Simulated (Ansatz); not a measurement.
Ansatz (a program for electronic structure) input:
A basis named .json is the Basis Set Exchange file of that set.

Ansatz 0.2 input:
```yaml
crystal:
  periodic: [false, false, false]
  atoms:
    - {symbol: Si, position_ang: [0.07863028, -0.41269391, -0.13256943]}
    - {symbol: N, position_ang: [1.22125498, 0.84714389, -0.55939128]}
    - {symbol: N, position_ang: [-1.26692684, 0.10858401, 0.78435615]}
    - {symbol: H, position_ang: [0.80923567, -1.42137847, 0.67667307]}
    - {symbol: H, position_ang: [-0.43867144, -0.99257845, -1.39836368]}
    - {symbol: H, position_ang: [2.01487416, 0.50305321, -1.10777150]}
    - {symbol: H, position_ang: [-1.16176211, 0.35442172, 1.75624500]}
    - {symbol: H, position_ang: [-2.00479714, 0.64410148, 0.35443501]}
basis:
  gaussian:
    orbitals: aug-cc-pV_D+d_Z.json
magnetization: {spin_polarized: true, initial_magnetization: 1}
correlation: {method: ccsd_t, electrons: outside_noble_gas}
output: {forces: true}
```

Question: Predict the final energy.

Answer: -401.25747 Eh (CCSD(T)/aug-cc-pV(D+d)Z). The basis has 123 functions.

It need not be the lowest isomer of its formula.
